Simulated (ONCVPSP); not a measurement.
**Plane-wave convergence, ONCV potential for Lu**

ONCVPSP 4.0.1 input, shortened (lines: element, Z, core and valence counts, functional; n l f; lmax; l rc ep ncon nbas qcut; lloc lpopt rc5 dvloc0; l nproj debl; icmod fcfact rcfact), LDA (Perdew-Zunger), fully relativistic:

```
  Lu 71.00    9    5        3      upf
    1    0    2.00
    2    0    2.00
    2    1    6.00
    3    0    2.00
    3    1    6.00
    3    2   10.00
    4    0    2.00
    4    1    6.00
    4    2   10.00
    4    3   14.00
    5    0    2.00
    5    1    6.00
    5    2    2.00
    6    0    1.00
    3
    0    1.80    0.00    3    6    7.90
    1    1.70    0.00    3    6    9.60
    2    2.60    0.00    3    8    5.70
    3    0.70    0.00    4    9   27.60
    4    5    0.60    0.00
    0    2    2.90
    1    2    2.40
    2    3    1.00
    3    2    2.70
    3    5.25    1.55
```

Open shells are filled in proportion to 2j + 1.

**Question.** For each optimised wave give the share of its norm inside rc, the residual kinetic energy above qcut (Ha) and the cutoffs (Ha) for errors of 10, 1, 0.1 and 0.01 mHa per electron.

**Answer.**

```
               wave  norm inside rc  residual KE  10 mHa  1 mHa  0.1 mHa  0.01 mHa
                 5s           0.931      1.9e-07    15.2   19.6     23.4      26.2
                 6s           0.045      3.8e-08    10.8   16.8     21.4      24.8
           5p j=3/2           0.734      6.4e-08    18.1   25.2     30.4      34.6
p projector 2 j=3/2           0.068      1.8e-08    15.4   24.0     30.2      35.2
           5p j=1/2           0.811      7.9e-08    17.5   25.2     30.6      34.9
p projector 2 j=1/2           0.069      1.8e-08    12.5   24.0     30.5      35.8
           5d j=5/2           0.448      7.3e-08     6.7    9.3     11.5      13.2
d projector 2 j=5/2           0.131      3.6e-07     7.5   10.3     12.5      14.1
d projector 3 j=5/2           0.147      1.8e-06     8.6   11.2     13.3      15.2
           5d j=3/2           0.495      1.1e-07     7.0    9.7     11.8      13.4
d projector 2 j=3/2           0.130      5.1e-07     7.7   10.5     12.7      14.3
d projector 3 j=3/2           0.150      2.6e-06     8.8   11.5     13.6      15.5
           4f j=7/2           0.581      1.2e-05   248.4  288.2    322.2     584.8
f projector 2 j=7/2           0.078      7.3e-08   220.5  268.2    305.6     334.9
           4f j=5/2           0.595      6.3e-06   246.8  285.9    317.3     350.4
f projector 2 j=5/2           0.076      5.6e-08   220.1  267.0    304.1     333.3
```

The occupied waves need 288 Ha and 322 Ha for 1 and 0.1 mHa. Note: ghosts flagged at negative energy: s at -945.8 eV, p3/2 at -378.6 eV, p1/2 at -297.0 eV, d3/2 at -319.0 eV; GHOST(+) flagged for s at 186.3 eV. A true bound ghost makes a file unfit for plane-wave use. 1 of 4 tests not solved or not reliable.
